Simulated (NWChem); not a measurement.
System: SF3 cation; SMILES F[S+](F)F

NWChem printed, in part:

```
             Northwest Computational Chemistry Package (NWChem) 7.3.0
             --------------------------------------------------------

 C3  symmetry detected

                             Geometry "geometry" -> ""
                             -------------------------

 Output coordinates in angstroms (scale by  1.889725989 to convert to a.u.)

  No.       Tag          Charge          X              Y              Z
 ---- ---------------- ---------- -------------- -------------- --------------
    1 F                    9.0000     0.72840512    -1.13465469    -0.26999181
    2 S                   16.0000     0.00000000    -0.00000000     0.45561119
    3 F                    9.0000     0.61843722     1.19814468    -0.26999181
    4 F                    9.0000    -1.34684234    -0.06349000    -0.26999181

 Effective nuclear repulsion energy (a.u.)     204.3610182919

      Symmetry information
      --------------------

 Group name             C3
 Group number              5
 Group order               3
 No. of unique centers     2

                                Z-matrix (autoz)
                                --------

 Units are Angstrom for bonds and degrees for angles

      Type          Name      I     J     K     L     M      Value
      ----------- --------  ----- ----- ----- ----- ----- ----------
    1 Stretch                  1     2                       1.53118
    2 Stretch                  2     3                       1.53118
    3 Stretch                  2     4                       1.53118
    4 Bend                     1     2     3                99.38979
    5 Bend                     1     2     4                99.38979
    6 Bend                     3     2     4                99.38979

  xc_inp: hfexch multiplicative factor not found.

                           NWChem Geometry Optimization
                           ----------------------------

 maximum gradient threshold         (gmax) =   0.000450
 rms gradient threshold             (grms) =   0.000300
 maximum cartesian step threshold   (xmax) =   0.001800
 rms cartesian step threshold       (xrms) =   0.001200
 fixed trust radius                (trust) =   0.300000
 source of zmatrix                         =   autoz

          -------------------
          Energy Minimization
          -------------------

 Using diagonal initial Hessian
 Scaling for Hessian diagonals: bonds = 1.00  angles = 0.25  torsions = 0.10

          --------
          Step   0

                                 NWChem DFT Module
                                 -----------------

 Summary of "ao basis" -> "ao basis" (spherical)
 ------------------------------------------------------------------------------
       Tag                 Description            Shells   Functions and Types
 ---------------- ------------------------------  ------  ---------------------
 F                           3-21g                   5        9   3s2p
 S                           3-21g                   7       13   4s3p

      Symmetry analysis of basis
      --------------------------

        a          16
        e+         12
        e-         12

  Rotation of axis

            General Information
            -------------------
          SCF calculation type: DFT
          Wavefunction type:  closed shell.
          No. of atoms     :     4
          No. of electrons :    42
           Alpha electrons :    21
            Beta electrons :    21
          Charge           :     1
          Spin multiplicity:     1
          Use of symmetry is: on ; symmetry adaption is: on
          Maximum number of iterations: 150
          AO basis - number of functions:    40
                     number of shells:    22
          Convergence on energy requested:  1.00D-06
          Convergence on density requested:  1.00D-05
          Convergence on gradient requested:  5.00D-04

              XC Information
              --------------
                     Hartree-Fock (Exact) Exchange  1.000

      Superposition of Atomic Density Guess
      -------------------------------------

 Sum of atomic energies:        -692.10801832

 Renormalizing density from      43.00 to     42

      Non-variational initial energy
      ------------------------------

 Total energy =    -682.872981
 1-e energy   =   -1339.236779
 2-e energy   =     452.002779
 HOMO         =      -0.787055
 LUMO         =      -0.303849

      Symmetry analysis of molecular orbitals - initial
      -------------------------------------------------

  Numbering of irreducible representations:

     1 a           2 e+          3 e-

  Orbital symmetries:

[...]

      ----------------------
      Optimization converged
      ----------------------

  Step       Energy      Delta E   Gmax     Grms     Xrms     Xmax
  ---- ---------------- -------- -------- -------- -------- --------
@    4    -691.77724811 -1.3D-08  0.00001  0.00001  0.00007  0.00021
                                     ok       ok       ok       ok

                                Z-matrix (autoz)
                                --------

 Units are Angstrom for bonds and degrees for angles

      Type          Name      I     J     K     L     M      Value     Gradient
      ----------- --------  ----- ----- ----- ----- ----- ---------- ----------
    1 Stretch                  1     2                       1.59024   -0.00000
    2 Stretch                  2     3                       1.59024   -0.00000
    3 Stretch                  2     4                       1.59024   -0.00000
    4 Bend                     1     2     3                97.66157    0.00001
    5 Bend                     1     2     4                97.66157    0.00001
    6 Bend                     3     2     4                97.66157    0.00001

                         Geometry "geometry" -> "geometry"
                         ---------------------------------

 Output coordinates in angstroms (scale by  1.889725989 to convert to a.u.)

  No.       Tag          Charge          X              Y              Z
 ---- ---------------- ---------- -------------- -------------- --------------
    1 F                    9.0000     0.74673663    -1.16321013    -0.28515298
    2 S                   16.0000     0.00000000     0.00000000     0.50109469
    3 F                    9.0000     0.63400121     1.22829796    -0.28515298
    4 F                    9.0000    -1.38073784    -0.06508783    -0.28515298

 Effective nuclear repulsion energy (a.u.)     197.4646937374

      Symmetry information
      --------------------

 Group name             C3
 Group number              5
 Group order               3
 No. of unique centers     2

                Final and change from initial internal coordinates
                --------------------------------------------------

                                Z-matrix (autoz)
                                --------

 Units are Angstrom for bonds and degrees for angles

      Type          Name      I     J     K     L     M      Value       Change
      ----------- --------  ----- ----- ----- ----- ----- ---------- ----------
    1 Stretch                  1     2                       1.59024    0.05906
    2 Stretch                  2     3                       1.59024    0.05906
    3 Stretch                  2     4                       1.59024    0.05906
    4 Bend                     1     2     3                97.66157   -1.72822
    5 Bend                     1     2     4                97.66157   -1.72822
    6 Bend                     3     2     4                97.66157   -1.72822

[...]

 Rotational Constants
 --------------------
 A=   0.251191 cm-1  (  0.361399 K)
 B=   0.251191 cm-1  (  0.361399 K)
 C=   0.154802 cm-1  (  0.222720 K)

 Temperature                      =   298.15K
 frequency scaling parameter      =   1.0000

 Zero-Point correction to Energy  =    5.961 kcal/mol  (  0.009500 au)
 Thermal correction to Energy     =    8.431 kcal/mol  (  0.013436 au)
 Thermal correction to Enthalpy   =    9.023 kcal/mol  (  0.014380 au)

 Total Entropy                    =   65.226 cal/mol-K
   - Translational                =   39.352 cal/mol-K (mol. weight =  88.9673)
   - Rotational                   =   22.423 cal/mol-K (symmetry #  =        3)
   - Vibrational                  =    3.451 cal/mol-K

 Cv (constant volume heat capacity) =   11.587 cal/mol-K
   - Translational                  =    2.979 cal/mol-K
   - Rotational                     =    2.979 cal/mol-K
   - Vibrational                    =    5.629 cal/mol-K

[normal modes left out]

 ----------------------------------------------------------------------------
 Normal Eigenvalue ||           Projected Infra Red Intensities
  Mode   [cm**-1]  || [atomic units] [(debye/angs)**2] [(KM/mol)] [arbitrary]
 ------ ---------- || -------------- ----------------- ---------- -----------
    1        0.000 ||    0.006996           0.161         6.820       2.797
    2        0.000 ||    0.005378           0.124         5.243       2.150
    3        0.000 ||    0.008347           0.193         8.137       3.338
    4        0.000 ||    0.013003           0.300        12.676       5.199
    5        0.000 ||    0.010870           0.251        10.597       4.346
    6        0.000 ||    0.004010           0.093         3.909       1.603
    7      342.365 ||    0.015813           0.365        15.415       6.322
    8      342.365 ||    0.015813           0.365        15.415       6.322
    9      455.478 ||    0.066430           1.533        64.759      26.561
   10      969.263 ||    0.036202           0.835        35.292      14.475
   11     1031.189 ||    0.058631           1.353        57.157      23.443
   12     1031.189 ||    0.058631           1.353        57.157      23.443
 ----------------------------------------------------------------------------
```

Level: Hartree-Fock/3-21G. 

Question: Reconstruct the input file.

Answer: This is not unique; one that fits is the input that was run:
```
start job
memory heap 200 mb stack 900 mb global 1100 mb
charge 1
geometry units angstroms
  F      0.304071    -1.313604    -0.276375
  S      0.000000     0.000000     0.449228
  F      0.985579     0.920136    -0.276375
  F     -1.289650     0.393469    -0.276375
end
basis spherical
  F library 3-21g
  S library 3-21g
end
dft
  xc hfexch
  iterations 150
end
driver
  maxiter 120
end
task dft optimize
task dft freq
```
